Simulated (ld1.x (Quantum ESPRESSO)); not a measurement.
LDA (PZ) ultrasoft dataset for iridium, scalar-relativistic all-electron reference.

Input for ld1.x (Quantum ESPRESSO) 7.5:

```
&input
   title='Ir', zed=77., rel=1, dft='PZ', iswitch=3,
   config='[Xe] 4f14 5d7 6s2 6p0',
   nld=3, rlderiv=2.60, eminld=-3.0, emaxld=5.0, deld=0.02
 /
 &inputp
   pseudotype=3, tm=.true., lloc=-1, rcloc=1.30,
   nlcc=.true.,
   file_pseudopw='Ir.UPF', file_wfcaegen='ae.wfc', file_wfcncgen='nc.wfc', file_beta='beta', file_chi='chi', file_wfcusgen='us.wfc'
 /
6
6S  1  0   2.00   0.00  2.00  2.40  0.0
6S  1  0   0.00   0.80  2.00  2.40  0.0
6P  2  1   0.00   0.00  1.05  1.45  0.0
6P  2  1   0.00   0.30  1.05  1.45  0.0
5D  3  2   7.00   0.00  1.50  1.75  0.0
5D  3  2   0.00   0.85  1.50  1.75  0.0
 &test
   configts(1)='5d7 6s2 6p0'
 /
```

Command:

```bash
ld1.x < Ir.in > Ir.out
```

Resulting log (shortened: banner, matrices, multipoles, cross overlaps and the repeated all-electron block are left out):

```
Program LD1 v.7.5
     --------------------------- All-electron run ----------------------------

     Ir
     scalar relativistic calculation

     atomic number is 77.00
     dft =PZ   lsd =0 sic =0 latt =0  beta=0.20 tr2=1.0E-14
     Exchange-correlation= PZ
                           (   1   1   0   0   0   0   0)
     mesh =1277 r(mesh) = 100.10249 a.u. xmin = -7.00 dx = 0.01250
     1 Ry =  13.60569312 eV, c = 137.03599908

     n l     nl                  e(Ry)          e(Ha)          e(eV)
     1 0     1S 1( 2.00)     -5591.5143     -2795.7572    -76076.4280
     2 0     2S 1( 2.00)      -978.2370      -489.1185    -13309.5924
     2 1     2P 1( 6.00)      -850.1032      -425.0516    -11566.2427
     3 0     3S 1( 2.00)      -228.7729      -114.3865     -3112.6142
     3 1     3P 1( 6.00)      -191.3152       -95.6576     -2602.9756
     4 0     4S 1( 2.00)       -48.7551       -24.3775      -663.3464
     4 1     4P 1( 6.00)       -36.4667       -18.2333      -496.1544
     3 2     3D 1(10.00)      -150.0340       -75.0170     -2041.3163
     5 0     5S 1( 2.00)        -7.2248        -3.6124       -98.2978
     5 1     5P 1( 6.00)        -4.0368        -2.0184       -54.9232
     4 2     4D 1(10.00)       -21.3790       -10.6895      -290.8762
     4 3     4F 1(14.00)        -4.5971        -2.2986       -62.5469
     5 2     5D 1( 7.00)        -0.5407        -0.2703        -7.3563
     6 0     6S 1( 2.00)        -0.4845        -0.2422        -6.5917
     6 1     6P 1( 0.00)        -0.0993        -0.0497        -1.3515

     final scf error:  1.1E-15 reached in  27 iterations

     Etot =  -35635.003759 Ry,  -17817.501879 Ha, -484838.925575 eV

     Ekin =   39618.148403 Ry,   19809.074201 Ha,  539032.369272 eV
     Encl =  -88452.436382 Ry,  -44226.218191 Ha,-1203456.705395 eV
     Eh   =   13871.316066 Ry,    6935.658033 Ha,  188728.869613 eV
     Exc  =    -672.031846 Ry,    -336.015923 Ha,   -9143.459065 eV

     normalization and overlap integrals

     s(1S/1S) =  1.000000  <r> =   0.0174  <r2> =    0.0004  r(max) =   0.0108
     s(2S/2S) =  1.000000  <r> =   0.0736  <r2> =    0.0064  r(max) =   0.0620
     s(2P/2P) =  1.000000  <r> =   0.0663  <r2> =    0.0054  r(max) =   0.0514
     s(3S/3S) =  1.000000  <r> =   0.1906  <r2> =    0.0415  r(max) =   0.1749
     s(3P/3P) =  1.000000  <r> =   0.1914  <r2> =    0.0425  r(max) =   0.1749
     s(4S/4S) =  1.000000  <r> =   0.4236  <r2> =    0.2025  r(max) =   0.3990
     s(4P/4P) =  1.000000  <r> =   0.4508  <r2> =    0.2311  r(max) =   0.4195
     s(3D/3D) =  1.000000  <r> =   0.1733  <r2> =    0.0352  r(max) =   0.1414
     s(5S/5S) =  1.000000  <r> =   0.9766  <r2> =    1.0709  r(max) =   0.8880
     s(5P/5P) =  1.000000  <r> =   1.1329  <r2> =    1.4540  r(max) =   1.0062
     s(4D/4D) =  1.000000  <r> =   0.4787  <r2> =    0.2651  r(max) =   0.4247
     s(4F/4F) =  1.000000  <r> =   0.5352  <r2> =    0.3510  r(max) =   0.3940
     s(5D/5D) =  1.000000  <r> =   1.7212  <r2> =    3.5727  r(max) =   1.3083
     s(6S/6S) =  1.000000  <r> =   2.8819  <r2> =    9.5116  r(max) =   2.3838
     s(6P/6P) =  1.000000  <r> =   4.4658  <r2> =   23.6393  r(max) =   3.4253

     ------------------------ End of All-electron run ------------------------

     --------------------- Generating US pseudopotential ---------------------

      Generating local potential from pseudized AE potential:
      Matching radius rcloc =   1.3000

      Local pseudo, rcloc= 1.292 Estimated cut-off energy=    15.10 Ry

      Computing core charge for nlcc:

       r > 1.20 : true rho core
       r < 1.20 : rho core = a sin(br)/r    a=  14.18  b=   2.13

      Integrated core pseudo-charge :  11.47

      Wfc   6S  rcut= 1.976  Using Troullier-Martins method
      Wfc-us  6S rcutus= 2.414  Estimated cut-off energy=     7.65 Ry

      Wfc   6S  rcut= 1.976  Using Troullier-Martins method
      Wfc-us  6S rcutus= 2.414  Estimated cut-off energy=     9.84 Ry

      Wfc   6P  rcut= 1.058  Using Troullier-Martins method
      Wfc-us  6P rcutus= 1.464  Estimated cut-off energy=    61.46 Ry

      Wfc   6P  rcut= 1.058  Using Troullier-Martins method
      Wfc-us  6P rcutus= 1.464  Estimated cut-off energy=    63.33 Ry

      Wfc   5D  rcut= 1.501  Using Troullier-Martins method
      Wfc-us  5D rcutus= 1.744  Estimated cut-off energy=    37.70 Ry

      Wfc   5D  rcut= 1.501  Using Troullier-Martins method
      Wfc-us  5D rcutus= 1.744  Estimated cut-off energy=    43.67 Ry

     ------------------- End of pseudopotential generation -------------------

     Computing logarithmic derivative in   2.58562

       Warning: n=2, l=1 expected 0 nodes, found 1
       Setting wfc to zero for this iteration
       (This warning will only be printed once per wavefunction)

       Zero norm: self consistency problem; state:  3 (l=  1, j=0.0)
     Computing logarithmic derivative in   2.58562
     Computing the partial wave expansion
     R is outside the sphere for l=    0 j= 0.00
     R is outside the sphere for l=    0 j= 0.00
     R is outside the sphere for l=    1 j= 0.00
     R is outside the sphere for l=    1 j= 0.00
     R is outside the sphere for l=    2 j= 0.00
     R is outside the sphere for l=    2 j= 0.00

     ---------------------- Testing the pseudopotential ----------------------

     Ir
     scalar relativistic calculation

     atomic number is 77.00   valence charge is  9.00
     dft =PZ   lsd =0 sic =0 latt =0  beta=0.20 tr2=1.0E-14
     mesh =1277 r(mesh) = 100.10249 xmin = -7.00 dx = 0.01250

     n l     nl             e AE (Ry)        e PS (Ry)    De AE-PS (Ry)
     3 2     5D   1( 7.00)       -0.54068       -0.54068        0.00000
     1 0     6S   1( 2.00)       -0.48448       -0.48448        0.00000
     2 1     6P   1( 0.00)       -0.09933       -0.09933        0.00000

     eps = 5.5E-17  iter =  4

     Etot =  -35635.003759 Ry,  -17817.501879 Ha, -484838.925575 eV
     Etotps =   -58.642550 Ry,     -29.321275 Ha,    -797.872544 eV

     Ekin =      29.768937 Ry,      14.884469 Ha,     405.027025 eV
     Encl =    -105.466451 Ry,     -52.733226 Ha,   -1434.944169 eV
     Ehrt =      37.483637 Ry,      18.741819 Ha,     509.990867 eV
     Ecxc =     -27.907230 Ry,     -13.953615 Ha,    -379.697207 eV
     (Ecc =     -17.560400 Ry,      -8.780200 Ha,    -238.921407 eV)
     Epseu=       7.478556 Ry,       3.739278 Ha,     101.750941 eV

     ---------------------- End of pseudopotential test ----------------------
```

Note: ghost states, extra bound levels that the all-electron valence spectrum of the same l lacks: s at -448.0 eV, p at -54.9 eV. A true bound ghost makes a file unfit for plane-wave use. The 6p radius (1.05 bohr) lies inside the outermost node of the all-electron wave (1.39 bohr), which a nodeless pseudo-wave cannot match soundly.

Generation and configuration tests took about 2 s on one core of a shared server CPU.
